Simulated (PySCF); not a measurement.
Working out the ionisation energy of I²⁺

I²⁺ [Kr] 4d10 5s2 5p3 (4S) → I³⁺ [Kr] 4d10 5s2 5p2 (3P). All numbers are calculated (PySCF 2.14, scalar relativity through the core potential, in def2-SVP with the def2 core potential (28 electrons) (4s4p2d, 26 functions)). Frozen: 4s2 4p6 4d10. Energies in hartree (1 hartree = 27.21139 eV):

| part | I²⁺ (lower) | I³⁺ (upper) |
| --- | --- | --- |
| UHF | -295.648893 | -294.552115 |
| CCSD correlation | -0.060621 | -0.051162 |
| (T) | -0.000485 | -0.000412 |

Problem. What does Hartree-Fock give?

Solution. (-294.552115) − (-295.648893) = 1.096778 hartree = 29.845 eV.

Problem. What do CCSD and CCSD(T) give?

Solution. The CCSD correlation energies differ by 0.009459 hartree = 0.257 eV and the triples by 0.000073 hartree = 0.002 eV, so CCSD gives 30.102 eV and CCSD(T) 30.104 eV.

Reference: 29.57 ± 0.025 eV (measured; NIST Atomic Spectra Database, ionization energies), between the lowest levels; spin-orbit coupling is absent from the calculation.

A double-zeta basis recovers only part of the correlation energy.

What remains against the reference includes basis incompleteness, the frozen core and higher excitations.
